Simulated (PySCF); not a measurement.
CH7NOSi. Atoms are numbered in the order given.

```xyz
11

C     -1.5584    -0.7170    -0.3158
Si     0.0275     0.2824    -0.2418
N      1.3321    -0.8536    -0.3483
O      0.1801     1.1765     1.1642
H     -1.5719    -1.5086     0.4518
H     -1.6821    -1.1968    -1.3012
H     -2.4316    -0.0666    -0.1483
H      0.0175     1.3366    -1.2939
H      2.2902    -0.5457    -0.4839
H      1.1821    -1.7652    -0.7686
H      0.3954     0.6583     1.9494
```
Charge 0, spin multiplicity 1.

Coordinates come from a B3LYP-D3(BJ)/def2-SVP optimisation. The structure was generated by enumeration; whether it is a known compound was not checked. One conformer was computed; it need not be the lowest.

Level of theory: PBE0/pcSseg-1 in PySCF.

GIAO shieldings, no solvent; atoms listed in one row are averaged. δ = σ(ref) − σ: ¹³C against TMS (σ = 186.3 ppm); ²⁹Si against TMS (σ = 352.7 ppm); ¹⁵N against NH3 (σ = 267.4 ppm); ¹⁷O against H2O (σ = 334.2 ppm); ¹H against TMS (σ = 31.56 ppm), references at their B3LYP-D3(BJ)/def2-TZVP geometries, non-relativistic.

Computed chemical shifts:
| nucleus | atoms | count | δ (ppm) |
|---|---|---|---|
| ¹³C | C1 | 1 | 2.2 |
| ²⁹Si | Si2 | 1 | -11.3 |
| ¹⁵N | N3 | 1 | 32.7 |
| ¹⁷O | O4 | 1 | 56.3 |
| ¹H | H8 | 1 | 5.19 |
| ¹H | H11 | 1 | 1.32 |
| ¹H | H9 | 1 | 0.97 |
| ¹H | H10 | 1 | 0.82 |
| ¹H | H5, H6, H7 | 3 | 0.37 |
